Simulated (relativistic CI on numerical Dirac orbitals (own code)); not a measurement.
Radial parameters of Ti V

Method of calculation: Dirac-Coulomb-Breit CI, separate exchange-only KLI orbitals for each configuration, a model potential for QED, valence Slater integrals scaled by 0.85, P86 correlation energy added to each configuration (own radial code, finite nucleus).

Slater integrals F^k, G^k are unscaled and averaged over j, outside the closed core [Ne]; ζ comes from projecting the Hamiltonian with its Breit term on Σ l·s of the shell.

- 3s2 3p5 3d: ζ(3p) = 3696.1, F^2(3p,3d) = 89389, G^1(3p,3d) = 110680, G^3(3p,3d) = 68034, ζ(3d) = 168.05 cm⁻¹; <r>(3p) = 1.027, <r^2>(3p) = 1.227, <r>(3d) = 1.141, <r^2>(3d) = 1.572 (bohr units).
- 3s 3p6 3d: G^2(3s,3d) = 85304, ζ(3d) = 179.96 cm⁻¹; <r>(3s) = 0.9759, <r^2>(3s) = 1.091, <r>(3d) = 1.142, <r^2>(3d) = 1.574 (bohr units).
- 3s2 3p5 4s: ζ(3p) = 3877.5, G^1(3p,4s) = 9186.8 cm⁻¹; <r>(3p) = 1.006, <r^2>(3p) = 1.175, <r>(4s) = 2.349, <r^2>(4s) = 6.19 (bohr units).

In this model ζ of a weakly bound d, f or g electron outside closed shells comes out too small, for d by up to a factor of two or three and at times with the wrong sign; that of an outer p electron is too small as well.

Averages of the first 10 configurations, taken without configuration mixing, which lowers the lowest level and can move excited configurations by several eV; other configurations of the list can lie among them:

```csv
Configuration,Parity,States,Average energy above the lowest level (eV)
3s2 3p6,even,1,0.1
3s2 3p5 3d,odd,60,37.5
3s 3p6 3d,even,20,68.0
3s2 3p5 4s,odd,12,54.9
3s2 3p5 4p,even,36,61.8
3s2 3p5 4d,odd,60,71.7
3s2 3p5 5s,odd,12,75.8
3s2 3p5 4f,even,84,78.2
3s2 3p5 5p,even,36,78.6
3s2 3p5 5d,odd,60,82.9
```
